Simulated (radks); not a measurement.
Results of a calculation; reference values are marked as such.
The rhenium anion Re- inside a hard spherical wall (all orbitals vanish at R), configuration held at [Xe] 4f14 5d6 6s2 and not refilled when levels cross. Level of theory: scalar-relativistic Kohn-Sham, r2SCAN, spin-polarised, spherical densities, finite nucleus; open shells are filled with parallel spins first (spin-orbit coupling, left out, can overturn this in heavy ions); meta-GGA in the generalised Kohn-Sham scheme; Fermi nuclear charge, rms radius 5.3698 fm (a radial shooting solver on a logarithmic mesh with Libxc functionals). Eigenvalues in eV for spin up, with the zero of energy where the potential of the charges vanishes at infinity; a dash marks a level that is unbound or too diffuse for the functional's potential to be trusted. A positive occupied level is held by the wall or, in an anion where self-interaction has pushed it up, behind a barrier. The pressure on the wall is -dE/dV.

| R (bohr) | E (hartree) | kinetic (hartree) | e(5p) | e(4f) | e(6s) | e(5d) | e(6p, empty) | e(7s, empty) | pressure (GPa) |
|---|---|---|---|---|---|---|---|---|---|
| 7 | -16691.3598 | 18439.608 | -39.552 | -32.908 | 0.703 | 2.294 | 5.868 | 13.010 | 1.78 |
| 6 | -16691.2980 | 18439.884 | -38.155 | -31.472 | 1.905 | 3.524 | 7.807 | 19.181 | 6.43 |
| 5 | -16691.1219 | 18440.608 | -35.434 | -28.581 | 4.590 | 5.943 | 11.902 | 31.326 | 27.7 |
| 4 | -16690.5407 | 18442.780 | -29.882 | -22.369 | 11.626 | 11.229 | 22.041 | 58.577 | 153 |
| 2.5 | -16683.8751 | 18466.328 | -4.036 | 8.882 | 69.268 | 42.140 | 96.030 | 222.83 | 5050 |
| 2 | -16671.1499 | 18509.678 | 26.057 | 41.863 | 154.38 | 81.249 | 194.89 | 417.75 | 25900 |
